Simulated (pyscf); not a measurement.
Optimised with ωB97X-D3(BJ)/def2-SVP in PySCF. MP2 and CC: frozen core, UHF for open shells. ΔMP2 is the change of the MP2 total energy from the triple- to the quadruple-zeta basis. Singlets are restricted, triplets unrestricted.

Singlet (Å):
```xyz
5

N      0.3255    -0.6420    -0.1872
Si     0.9429     0.8297     0.4355
F      2.0106     0.1895     1.5150
H     -0.3885    -0.6759    -0.9088
H      0.6220    -1.5679     0.1138
```

Triplet (Å):
```xyz
5

N      0.4496    -0.7044    -0.2502
Si     0.4152     0.8109    -1.0718
F     -0.7623     1.8931    -0.6834
H      0.1260    -1.5551    -0.7011
H      1.1275    -0.8903     0.4830
```

Question: For these two minima of H₂N–Si:–F, which spin state lies lower at CCSD(T)/def2-TZVPP + ΔMP2(QZVPP), and by how much (electronic energies)?

Answer: The singlet, by 64.2 kcal/mol. Zero-point energy shifts E(triplet) − E(singlet) by -0.3 kcal/mol. Other isomers of H₂N–Si:–F [singlet] were not searched in full and may lie lower. 

E(triplet) − E(singlet) by level (kcal/mol):

| level | gap |
|---|---|
| ωB97X-D3(BJ)/def2-TZVP | +64.7 |
| PBE/def2-TZVP | +58.9 |
| r²SCAN/def2-TZVP | +54.3 |
| B3LYP-D3(BJ)/def2-TZVP | +63.1 |
| PBE0-D3(BJ)/def2-TZVP | +58.1 |
| M06-2X/def2-TZVP | +61.3 |
| ωB97M-D3(BJ)/def2-TZVP | +69.8 |
| HF/def2-TZVP | +45.0 |
| MP2/def2-QZVPP | +61.6 |
| CCSD/def2-TZVPP | +62.7 |
| CCSD(T)/def2-TZVPP | +63.5 |
| CCSD(T)/def2-TZVPP + ΔMP2(QZVPP) | +64.2 |

The triplet is the lowest one reached from the SCF start used. The CCSD(T) − MP2 part came from Ansatz, without density fitting, on the same reference.
